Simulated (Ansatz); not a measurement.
Al(PF3)H3 (AlPH3F3). Total charge 0; singlet. Geometry relaxed at PBE0-D4/def2-SVP.

```xyz
8

Al    0.034   -1.481    0.213
P    -0.016    1.001   -0.140
F     1.343    1.799   -0.119
F    -0.849    1.877    0.871
F    -0.610    1.533   -1.499
H    -1.556   -1.601    0.119
H     0.734   -1.379    1.643
H     0.921   -1.748   -1.087
```

**Question.** Estimate the harmonic wavenumbers at RKS PBE0-D4/def2-SVP (Ansatz, unscaled). Is this a minimum?

**Answer.** 79, 81, 98, 199, 332, 332, 410, 411, 479, 682, 752, 752, 932, 945, 945, 1907, 1909, 1910 cm⁻¹. Yes, no mode is imaginary beyond noise. Zero-point energy 78.7 kJ/mol. Hardware: 4 threads of Intel Xeon on a shared host. Wall time 64 s.
